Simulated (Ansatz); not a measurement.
VTe₂, relaxed as a doublet with UKS PBE0-D4/def2-TZVP in Ansatz, starting from the GFN1-xTB geometry. Force threshold 0.02 eV/Å.

In the def2 sets Te takes a core potential; there is no spin–orbit coupling. The charge 0 doublet is spin-contaminated (final ⟨S²⟩ up to 1.80, 0.75 for a pure state). Another isomer (quartet) lies 1.24 eV lower at PBE0-D4/def2-TZVP; other spin states weren't run for this one.

Start:

Cartesian coordinates in Å:
```
V 0.216 0.540 -1.007
Te 1.049 0.664 1.252
Te -1.265 -1.205 -0.245
```

| step | energy (eV) | largest force component (eV/Å) | SCF passes |
| --- | --- | --- | --- |
| 1 | -40269.1070 | 0.213 | 202 |
| 2 | -40269.1083 | 0.196 | 61 |
| 3 | -40269.1108 | 0.007 | 64 |

Force components are those of the run's own axes.

End:

```xyz
3

V     0.214    0.537   -1.002
Te    1.069    0.682    1.262
Te   -1.284   -1.219   -0.260
```

By distances, no bond broke or formed. The bond that changes most is Te2–Te3, from 3.33 to 3.39 Å (atoms count from 1).

No frequencies were taken in this run, so the end may be a saddle point.

It took 22 s on 4 threads of Arm Neoverse V1 on a shared host, peak host memory 0.63 GiB.
